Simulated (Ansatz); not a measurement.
Total energies of In10As10H28 from Ansatz at PBE0-D4/def2-TZVP, gas phase (1 Eh = 27.2114 eV = 2625.5 kJ/mol). The reference geometry is relaxed at r2SCAN-D4/def2-SVP.

```xyz
48

In   -4.440   -2.404    1.105
In   -1.424   -0.343   -5.100
In    1.163    3.365   -2.532
In   -2.056    0.125    4.034
In    0.999    3.326    2.076
In   -1.094    0.378   -0.240
In   -0.042   -3.744   -0.977
In    2.630   -0.679   -2.077
In    2.195   -1.081    2.046
In    4.811    2.264    0.395
As   -2.379   -0.115   -2.543
As   -2.956   -0.176    1.580
As   -2.263   -3.948    0.615
As   -0.214    2.851   -0.223
As    1.162   -0.711   -4.374
As    3.250    1.858   -1.775
As   -0.868    2.530    3.904
As    0.190   -1.334    3.902
As    2.873    1.481    2.158
As    0.867   -1.345   -0.196
H    -5.114   -2.903    2.612
H    -5.229   -2.164   -0.411
H    -2.011   -1.866   -5.648
H    -1.572    1.231   -5.772
H     1.542    5.046   -2.557
H     0.280    2.457   -3.721
H    -3.046   -0.126    5.421
H     1.424    4.952    2.464
H    -0.679   -3.465   -2.566
H     1.017   -5.002   -0.456
H     3.877   -1.867   -2.251
H     3.432   -2.200    2.486
H     4.979    3.964    0.648
H     6.032    1.046    0.400
H    -3.580    0.809   -2.522
H    -3.143   -1.377   -2.204
H    -3.901    1.005    1.462
H    -2.839   -5.322    0.337
H    -1.736   -4.300    1.992
H    -1.482    3.681   -0.159
H     1.954    0.185   -5.302
H     1.562   -2.013   -5.038
H     4.225    2.014   -2.928
H    -1.997    3.539    3.909
H    -0.356    2.853    5.292
H     0.766   -1.358    5.301
H    -0.272   -2.775    3.892
H     3.465    1.660    3.542
```

| state | geometry | energy (Eh) |
| --- | --- | --- |
| charge 0 singlet | reference | -24274.76149 |
| charge 1 doublet | reference | -24274.48041 |
| charge -1 doublet | reference | -24274.80226 |
| free In atom (doublet) | – | -190.11398 |
| free As atom (quartet) | – | -2235.53903 |
| free H atom (doublet) | – | -0.50104 |

In the def2 sets In takes a core potential; there is no spin–orbit coupling. Single mean-field runs in def2-TZVP are fitted with def2-universal-jkfit.

Task: Work out the vertical ionisation energy to the doublet.

Result: E(charge 1 doublet) − E(charge 0 singlet) = -24274.48041 − (-24274.76149) = 0.28108 Eh = 7.65 eV. For comparison, −ε of the highest occupied level is 6.67 eV at this level, 0.98 eV less.

Task: Work out the vertical electron affinity, to the doublet.

Result: E(charge 0 singlet) − E(charge -1 doublet) = -24274.76149 − (-24274.80226) = 0.04077 Eh = 1.11 eV. The basis lacks diffuse functions, which makes affinities too small.

Task: Give the fundamental gap IE − EA, the Mulliken electronegativity (IE + EA)/2 and the hardness (IE − EA)/2.

Result: From the values in Eh: IE − EA = 0.28108 − 0.04077 = 0.24031 Eh = 6.54 eV; (IE + EA)/2 = 4.38 eV; (IE − EA)/2 = 3.27 eV. The HOMO–LUMO gap of the same run is 4.76 eV, 1.78 eV smaller than the fundamental gap.

Task: What is the binding energy per atom against free atoms?

Result: Atoms: 10 × (-190.11398) + 10 × (-2235.53903) + 28 × (-0.50104) = -24270.55922 Eh. Binding: -24270.55922 − (-24274.76149) = 4.20227 Eh = 114.35 eV, or 2.38 eV for each of 48 atoms (no zero-point energy, no counterpoise term).
